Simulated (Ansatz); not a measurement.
Co₂Si₂. Total charge 0; singlet. Geometry PBE-D4/def2-SVP.

```csv
atom,x (Å),y (Å),z (Å)
Co1,0.1436,0.5303,-1.1655
Co2,-0.7924,-1.0137,0.0693
Si3,1.2874,-0.5270,0.3170
Si4,-0.6386,1.0103,0.7792
```

At PBE-D4/def2-TZVP, r2SCAN-D4/def2-TZVP, PBE0-D4/def2-TZVP the restricted singlet is unstable: a solution with broken spin symmetry lies lower. The restricted singlet is unstable towards broken spin symmetry at other levels; at PBE0-D4/def2-SVP, BHLYP-D4/def2-TZVP this wasn't settled. The geometry of the singlet was relaxed on an unsound state (restricted singlet, unstable towards broken spin symmetry at other levels and untested here). At PBE0-D4/def2-TZVP a quintet of charge 0 lies 2.12 eV below the restricted singlet, each at its own geometry. The structure comes from a short search, and lower isomers may exist.

Q: Estimate the orbital energies around the gap (eV) in Ansatz with PBE-D4/def2-TZVP, r2SCAN-D4/def2-TZVP, PBE0-D4/def2-SVP, PBE0-D4/def2-TZVP, BHLYP-D4/def2-TZVP.

A: 
| orbital | PBE-D4/def2-TZVP | r2SCAN-D4/def2-TZVP | PBE0-D4/def2-SVP | PBE0-D4/def2-TZVP | BHLYP-D4/def2-TZVP |
| --- | --- | --- | --- | --- | --- |
| HOMO−13 | -60.49 | -62.53 | -64.18 | -64.62 | -69.11 |
| HOMO−12 | -12.82 | -13.27 | -14.05 | -14.30 | -15.97 |
| HOMO−11 | -9.86 | -10.14 | -10.88 | -11.19 | -12.69 |
| HOMO−10 | -6.91 | -7.02 | -7.58 | -8.01 | -10.90 |
| HOMO−9 | -6.63 | -6.75 | -7.04 | -7.37 | -9.27 |
| HOMO−8 | -6.25 | -6.39 | -6.87 | -7.34 | -9.07 |
| HOMO−7 | -6.01 | -6.20 | -6.65 | -6.90 | -8.96 |
| HOMO−6 | -5.56 | -5.63 | -6.24 | -6.67 | -8.94 |
| HOMO−5 | -5.45 | -5.61 | -6.12 | -6.59 | -8.20 |
| HOMO−4 | -4.90 | -4.99 | -5.50 | -6.02 | -7.98 |
| HOMO−3 | -4.80 | -4.85 | -5.38 | -5.83 | -7.40 |
| HOMO−2 | -4.77 | -4.77 | -5.17 | -5.59 | -7.24 |
| HOMO−1 | -4.26 | -4.42 | -5.00 | -5.55 | -6.72 |
| HOMO | -4.24 | -4.40 | -4.98 | -5.37 | -6.20 |
| LUMO | -3.66 | -3.46 | -2.29 | -2.68 | -1.15 |
| LUMO+1 | -3.53 | -3.44 | -1.84 | -2.21 | -0.96 |
| LUMO+2 | -2.66 | -2.59 | -1.57 | -1.95 | -0.84 |
| LUMO+3 | -2.24 | -2.15 | -1.08 | -1.46 | -0.53 |
| LUMO+4 | -1.90 | -1.64 | -0.98 | -1.12 | -0.53 |
| LUMO+5 | -1.32 | -1.02 | -0.22 | -0.47 | 0.17 |
